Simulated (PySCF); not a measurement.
Geometry:
```tsv
atom	x (Å)	y (Å)	z (Å)
F1	2.441	-0.693	1.146
C2	1.345	-0.210	0.546
C3	0.739	0.934	0.833
C4	-0.460	1.088	-0.023
C5	-1.521	0.035	0.153
F6	-1.483	-0.779	1.242
C7	-0.493	-0.142	-0.919
C8	0.708	-0.999	-0.560
H9	1.030	1.651	1.576
H10	-0.757	2.074	-0.344
H11	-2.549	0.255	-0.108
H12	-0.806	-0.100	-1.951
H13	0.415	-1.991	-0.208
H14	1.390	-1.124	-1.404
```

[PySCF: coordinates at the GFN2-xTB level; σ from GIAO-PBE0/pcSseg-1; no solvent model; one conformer; non-relativistic]

Referencing at the same level of theory: 13C (σref 186.93), 1H (σref 31.72) vs TMS; 19F (σref 170.95) against CFCl3.

| atoms | nucleus | count | δ (ppm) |
| --- | --- | --- | --- |
| H11 | 1H | 1 | 4.51 |
| H14 | 1H | 1 | 2.88 |
| H10 | 1H | 1 | ? |
| H13 | 1H | 1 | 2.78 |
| C2 | 13C | 1 | ? |
| H12 | 1H | 1 | 1.43 |
| C5 | 13C | 1 | 74.4 |
| C3 | 13C | 1 | 104.7 |
| C8 | 13C | 1 | ? |
| H9 | 1H | 1 | 5.12 |
| F6 | 19F | 1 | ? |
| C7 | 13C | 1 | 19.1 |
| F1 | 19F | 1 | -119.7 |
| C4 | 13C | 1 | 26.4 |

Q: Complete the table.

A: 
- C2: 174.9 ppm, fully substituted alkene carbon
- C8: 33.0 ppm, allylic sp3 CH2; a saturated carbon with 2 carbon neighbours and no heteroatom attached
- H10: 1.90 ppm, hydrogen on a three-membered-ring carbon
- F6: -263.1 ppm, fluorine on an sp3 carbon

Shifts are as computed. Against solution values, carbons near 30 ppm lie about +3 ppm off and those near 130 ppm about +5 ppm. Of 1309 compounds with measured shifts, 239 miss one by over three times the rms of a fit or turn the order of signals round; such compounds aren't used in these exercises. Unscaled 19F shifts against computed CFCl3 carry errors that often reach 10 to 50 ppm.
